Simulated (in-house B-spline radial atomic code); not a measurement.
**Ionising Ge III (Ge2+) with different functionals**

Computed with a B-spline radial code for spherical atoms: scalar-relativistic (spin-free X2C) Hamiltonian, Fermi nucleus of rms radius 4.0742 fm, spin-polarised at highest spin, spherical fractional occupations for the functionals, the average over the highest-spin determinants for Hartree-Fock. The ionisation energy is the difference of two self-consistent energies, [Ar] 3d10 4s2 → [Ar] 3d10 4s1, without Breit or QED terms; ε is the level of the shell that loses the electron (its least bound occupied spin orbital). There is no spin-orbit coupling in this Hamiltonian.

```tsv
method	rung	ΔSCF (eV)	-ε(4s) (eV)
Hartree-Fock	Hartree-Fock	32.19	32.45
HF fractional	Hartree-Fock	32.19	32.45
LDA VWN5	LDA	34.82	29.62
LDA PW92	LDA	34.82	29.62
LDA exchange-only	LDA	33.28	28.29
PBE	GGA	34.41	29.24
PBEsol	GGA	34.32	29.27
BLYP	GGA	34.61	29.32
RPBE	GGA	?	?
PW91	GGA	34.50	29.36
BP86	GGA	34.54	29.46
AM05	GGA	34.27	29.22
OLYP	GGA	33.98	28.84
TPSS	meta-GGA	?	?
SCAN	meta-GGA	34.16	29.66
r2SCAN	meta-GGA	34.04	29.54
revTPSS	meta-GGA	34.01	29.18
PBE0	global hybrid	34.03	30.27
B3LYP	global hybrid	34.49	30.30
TPSSh	global hybrid	33.96	29.60
BHandHLYP	global hybrid	33.96	31.36
r2SCAN0	global hybrid	33.84	30.52
B97-1	global hybrid	34.34	30.03
HSE06	range-separated hybrid	34.11	29.99
wB97X	range-separated hybrid	34.27	32.96
CAM-B3LYP	range-separated hybrid	34.46	31.95
LC-wPBE	range-separated hybrid	34.05	33.25
```

What does RPBE give?

ΔSCF 34.21 eV, and -ε(4s) = 29.07 eV.

What does TPSS give?

ΔSCF 34.07 eV, and -ε(4s) = 29.18 eV.

Among the functionals, which spreads more, the ΔSCF values or the orbital energies?

The orbital energies: ΔSCF values span about 1.54 eV and the orbital energies 4.95 eV.

How do they compare with the NIST value?

NIST lists 34.058 eV ± 0.0012 (measured, ground level to ground level). Errors run from -1.86 to +0.76 eV; LC-wPBE is closest (-0.01 eV), but part of that can be cancellation, since the calculations leave out Breit-QED terms. Hartree-Fock also lacks correlation.
